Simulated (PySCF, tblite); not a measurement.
Calculations on `[BH2-]OC(C)C` [radical], in the order of a workflow; each names the level of the geometry that it ran on. Settings lines and outputs come from a driver script.

Compound: C₃H₉BO (charge -1 and doublet state).
Atom-mapped SMILES: `[BH2-:1][O:2][CH:3]([CH3:4])[CH3:5]` (hydrogens: H6, H7 on B1; H8 on C3; H9, H10, H11 on C4; H12, H13, H14 on C5)

Step 1: GFN2-xTB geometry optimisation, gas phase (tblite 0.8.0) (from a force-field or distance-geometry start)
```json
{"job": {"kind": "relax", "xc": "GFN2-xTB", "basis": "xTB"}, "charge": -1, "multiplicity": 2}
```
```
step      E/eV     max force
  0    -446.75146    1.236
  1    -446.84755    0.675
  2    -446.88754    0.319
...
 76    -446.94536    0.019
 77    -446.94540    0.018
 78    -446.94543    0.013
 79    -446.94546    0.010
 80    -446.94549    0.010
```

Energy lowered by 4.5 kcal/mol over 80 steps; largest atomic force 0.010 eV/Å at the end. «max force» is the largest atomic force in eV/Å.

Step 2: GFN2-xTB harmonic vibrations, gas phase (tblite 0.8.0) (on the GFN2-xTB geometry)
```json
{"job": {"kind": "ir", "xc": "GFN2-xTB", "basis": "xTB"}, "charge": -1, "multiplicity": 2}
```
```
(table of modes left out)
```

36 modes from 70 to 3020 cm⁻¹ (unscaled, harmonic); zero-point energy 69.2 kcal/mol; all wavenumbers are real at this level.

Step 3: UKS B3LYP, pcH-1 on B C H O, non-relativistic, mean-field spin-orbit, GIAO (PySCF 2.14.0) (on the GFN2-xTB geometry)
```json
{"job": {"kind": "epr", "basis": "pcH-1"}, "charge": -1, "multiplicity": 2}
```
```
...
E = -219.81752432 Eh   <S^2> = 0.7517 (exact 0.7500)
g shifts (ppm)      1          2          3
  rmc           -89        -89        -89
  gc              9         12        -11
  oz_so         -87        292        498
  total        -166        215        399
hyperfine (MHz)  atom isotope    a_iso     a_fc   dipolar eigenvalues
    0   11B     267.29     267.29    -37.34    -35.69     73.03
    1   17O     -67.17     -67.17     -7.66      3.37      4.29
    2   13C      62.95      62.95     -2.60     -2.45      5.06
    3   13C      -1.45      -1.45     -0.48     -0.32      0.80
    4   13C       0.21       0.21     -1.40     -0.16      1.56
    5    1H       7.72       7.72    -17.06      0.14     16.92
    6    1H      -5.64      -5.64    -16.93     -0.29     17.21
    7    1H      -0.92      -0.92     -3.70     -1.32      5.02
    8    1H       0.02       0.02     -1.00     -0.86      1.86
    9    1H       0.40       0.40     -0.82     -0.60      1.42
   10    1H       0.69       0.69     -1.17     -0.95      2.12
   11    1H      -2.08      -2.08     -3.65     -1.99      5.64
   12    1H      -0.42      -0.42     -1.27     -0.79      2.05
   13    1H       0.14       0.14     -1.11     -1.01      2.11
```

⟨S²⟩ 0.752; g_iso 2.0025. rmc, gc and oz_so are the mass-correction, gauge-correction and orbital-Zeeman/spin–orbit parts of the g shift along its three principal axes; a_iso is the isotropic hyperfine coupling and a_fc its Fermi-contact part. The log counts atoms from 0, this text from 1.

Problem. Which step took the most CPU time, and about what did each take on an Arm Neoverse V2 with one thread, on a shared host?

Solution. Step 3, about 98 % of the total. CPU time by step: 1: 0.25 s, 2: 0.2 s, 3: 28 s.

Geometry of the electronic-property runs (GFN2-xTB):
```
atom  x, y, z in Å
B1    -1.9904   -1.0590    0.6671
O2    -0.4616   -1.0308    0.6590
C3     0.1309   -0.1674   -0.2356
C4     1.6072   -0.5594   -0.4495
C5     0.0583    1.3053    0.2225
H6    -2.4976   -0.1046    1.2904
H7    -2.4474   -1.1392   -0.4908
H8    -0.3811   -0.2202   -1.2254
H9     2.1374   -0.5136    0.5006
H10    2.0927    0.1116   -1.1611
H11    1.6667   -1.5792   -0.8243
H12   -0.9819    1.5245    0.4527
H13    0.4143    1.9865   -0.5537
H14    0.6518    1.4449    1.1260
```

Whether the extra electron is bound in the gas phase wasn't checked; a finite basis holds it in any case. (This holds for the electronic-property runs.)

One conformer stands for the species.
